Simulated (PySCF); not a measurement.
[PySCF 2.14.0 with density-fitted response routines: geometry: GFN2-xTB; NMR shieldings at PBE0/pcSseg-1/GIAO; no relativistic terms; one averaged value for each set of equivalent atoms; single conformer; in vacuum]

References, each an isolated molecule treated in the same way: 1H, 13C against TMS. Shifts are as computed. Against solution values, carbons near 30 ppm lie about +3 ppm off and those near 130 ppm about +5 ppm; carbons on Cl a further +6 ppm. Of 1211 compounds with measured shifts, 218 miss one by over three times the rms of a fit or turn the order of signals round; such compounds aren't used in these exercises. Carbons bonded to Cl come out too deshielded.

Problem. Order these molecules by the shift of their most deshielded carbon-bound hydrogen, lowest δ first.
A. Fc1cccc(Cl)c1
B. CO[SiH2]C#C[SiH3]
C. CC1(C)C[C@]1(C)C(=O)F
D. [SiH3]CC1=C(C2CC2)[SiH2]C1

Solution. C (1.48 ppm, hydrogen on a methyl carbon), D (2.17 ppm, hydrogen on an allylic sp3 CH2 bonded to Si), B (3.85 ppm, hydrogen on a methyl carbon bonded to O), A (7.58 ppm, hydrogen on an aromatic CH).

Problem. Order these molecules by the shift of their most shielded carbon-bound hydrogen, lowest δ first.
A. [SiH3]CC1=C(C2CC2)[SiH2]C1
B. CO[SiH2]C#C[SiH3]
C. Fc1cccc(Cl)c1
D. CC1(C)C[C@]1(C)C(=O)F

Solution. A (0.23 ppm, hydrogen on a three-membered-ring carbon), D (0.64 ppm, hydrogen on a three-membered-ring carbon), B (3.85 ppm, hydrogen on a methyl carbon bonded to O), C (7.20 ppm, hydrogen on an aromatic CH).

Problem. How many 13C and 1H signals does each give (equivalence by symmetry and fast rotation, but not about amide C–N or C=N bonds)? `[SiH3]CC1=C(C2CC2)[SiH2]C1`, `CC1(C)C[C@]1(C)C(=O)F`, `Fc1cccc(Cl)c1`, `CO[SiH2]C#C[SiH3]`

Solution. [SiH3]CC1=C(C2CC2)[SiH2]C1: 6 C, 7 H; CC1(C)C[C@]1(C)C(=O)F: 7 C, 5 H; Fc1cccc(Cl)c1: 6 C, 4 H; CO[SiH2]C#C[SiH3]: 3 C, 3 H.
